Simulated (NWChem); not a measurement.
MgNH2F; SMILES [NH2][Mg][F]

```xyz
5

Mg     0.0000     0.0000    -0.0826
F      0.0000     0.0000    -1.8263
N      0.0000     0.0000     1.8037
H      0.0000    -0.8193     2.4010
H      0.0000     0.8193     2.4010
```
Atoms are numbered in this order, from 1.

All runs use the structure optimised with B3LYP/6-31G* (spherical d).

Symmetry labels are those of C2v in the frame above (b1 and b2, or b-type labels, depend on it).

### Question
List the 6 lowest vertical singlet excitations and the 6 lowest triplet ones from BHandHLYP/6-31+G* (spherical d), TDA (NWChem).

### Answer
```tsv
state	energy (eV)	oscillator strength	symmetry	leading excitation (squared amplitude)
S1	4.28	0.066	b1	HOMO → LUMO (0.95)
S2	5.74	0.000	a2	HOMO → LUMO+1 (0.79)
S3	6.20	0.026	b1	HOMO → LUMO+3 (0.80)
S4	6.54	0.017	a1	HOMO → LUMO+2 (0.84)
S5	7.28	0.000	a2	HOMO → LUMO+5 (0.73)
S6	7.46	0.001	b1	HOMO → LUMO+4 (0.86)
T1	3.87	spin-forbidden	b1	HOMO → LUMO (0.91)
T2	5.70	spin-forbidden	a2	HOMO → LUMO+1 (0.78)
T3	5.72	spin-forbidden	a1	HOMO → LUMO+2 (0.65)
T4	6.07	spin-forbidden	b1	HOMO → LUMO+3 (0.76)
T5	7.14	spin-forbidden	a1	HOMO−1 → LUMO (0.84)
T6	7.21	spin-forbidden	a2	HOMO → LUMO+5 (0.68)
```
